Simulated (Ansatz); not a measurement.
C2H7GaO2, SMILES `CO[CH2][GaH][OH]`. Charge 0, multiplicity 1. Correlated methods include outer-core shells of Ga, which these sets cover unevenly. Scalar relativity is left out up to krypton.

Z-matrix (Å, degrees):
```
C
O 1 1.396
H 1 1.100 2 111.6
H 1 1.103 2 111.6 3 120.9
H 1 1.090 2 107.9 3 -119.9
C 2 1.409 1 112.2 3 -61.2
Ga 6 1.990 2 114.5 1 -71.1
H 6 1.100 2 111.3 1 54.5
H 6 1.094 2 107.0 1 170.3
O 7 1.795 6 112.5 2 174.4
H 7 1.569 6 130.2 2 -8.9
H 10 0.959 7 114.3 6 176.8
```

Q: Give the diagnostics of a CCSD(T)/def2-TZVPP run (frozen core, Ansatz). (Estimate.)

A: Computed: T1 = 0.0134, largest single amplitude 0.032, largest double 0.015, (T) share of the correlation energy 3.7 %, 10 CCSD cycles. The RHF solution is stable towards an unrestricted one. T1 lies under the customary mark of 0.02 for closed shells.
